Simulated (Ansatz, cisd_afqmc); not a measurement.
Species: Br₂, charge 0, singlet. Br2 (molecular bromine, SMILES BrBr).
B3LYP-D3(BJ)/def2-TZVP minimum from Ansatz (a first-principles code):
```
Br
Br 1 2.3157
```

Total energies in cc-pVTZ, 14 correlated electrons, 28 frozen orbitals. Radicals and triplets start from unrestricted determinants; spin-orbit coupling is neglected. Cores are frozen in correlated methods (noble-gas shells, and filled d and f shells in the p block). No relativity. AFQMC/CISD: phaseless, guided by CISD from CCSD amplitudes; bars are statistical, one sigma. Outlying blocks are dropped, and bars are widened where a walk drifts. Over all cases where full CI ran beside it in this data, AFQMC minus full CI had a median of +0.1 mEh and passed +0.4 mEh in a tenth of the cases. Spin-orbit terms, left out, reach several kcal/mol for Br and I, and more for heavier atoms.

| method | program | energy (Eh) | minus CCSDT(Q) (mEh) |
|---|---|---|---|
| HF | Ansatz | -5144.91462 | 366.18 |
| MP2 | Ansatz | -5145.23528 | 45.51 |
| CCSD | Ansatz | -5145.26474 | 16.06 |
| CCSD(T) | Ansatz | -5145.27918 | 1.61 |
| CCSDT(Q) | Ansatz | -5145.28080 | 0.00 |
| AFQMC/CISD | cisd_afqmc | -5145.2805 ± 0.0003 | 0.3 ± 0.3 |

Rough core times of Ansatz's runs on a shared machine: CCSD(T) under 20 s, CCSDT(Q) 40 s.
